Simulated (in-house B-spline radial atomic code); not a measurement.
RPA and G0W0 for Li-, [He] 2s2, as one setting changes: the share of exact exchange in the PBE hybrid start. A dash marks a level of low quasi-particle weight. Computed with a B-spline radial code for spherical atoms: all electrons, non-relativistic, point nucleus, each spin shell either full or empty, empty states to l = 9 with an (l + 1/2)⁻⁴ tail; G0W0 by contour deformation at full frequency.

| share of exact exchange in the PBE hybrid start | mean-field level (eV) | G0W0 level (eV) | RPA correlation (Eh) |
| --- | --- | --- | --- |
| 0.6 | -0.116 | - | -0.11885 |
| 0.7 | ? | ? | ? |
| 0.8 | ? | ? | ? |
| 0.9 | -0.627 | 2s -0.666 | -0.10986 |
| 1 | -0.800 | 2s -0.675 | -0.1073 |

(1) What belongs in the row for 0.8?

(2) What belongs in the row for 0.7?

(3) At what share of exact exchange does G0W0 leave the highest level unchanged?

## Answers

(1) mean-field level (eV): -0.455; G0W0 level (eV): 2s -0.650; RPA correlation (Eh): -0.11261.

(2) mean-field level (eV): -0.285; G0W0 level (eV): 2s -0.625; RPA correlation (Eh): -0.1156.

(3) Near 0.92, where the shift changes sign (-0.039 eV at 0.9, +0.125 eV at 1).
